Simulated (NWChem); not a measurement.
System: InHF$_{2}$; SMILES [F][InH][F]

Here is an NWChem input.

```
start job
memory heap 200 mb stack 900 mb global 1100 mb
geometry units angstroms noautoz
  In     0.000000     0.000000    -0.286083
  H      0.000000     0.000000    -1.979132
  F     -1.576547     0.000000     0.859879
  F      1.576547     0.000000     0.859879
end
basis spherical
  * library def2-svp
end
ecp
  In library def2-ecp
end
dft
  xc pbe0
  iterations 150
end
tddft
  cis
  nroots 8
  notriplet
end
task tddft energy
```

Geometry: optimised at PBE0/def2-SVP. def2 effective core potentials on In; no spin-orbit coupling.

Vertical excitations in the gas phase.

### Question
Give the results of this calculation. (PBE0/def2-SVP with def2 effective core potentials on In, TDA.) Quantities: lowest excitation, singlet (eV); lowest state with f > 0.02, singlet (eV); orbital gap (eV).

### Answer
- lowest excitation, singlet (eV) = 6.58
- lowest state with f > 0.02, singlet (eV) = 6.63
- orbital gap (eV) = 7.95
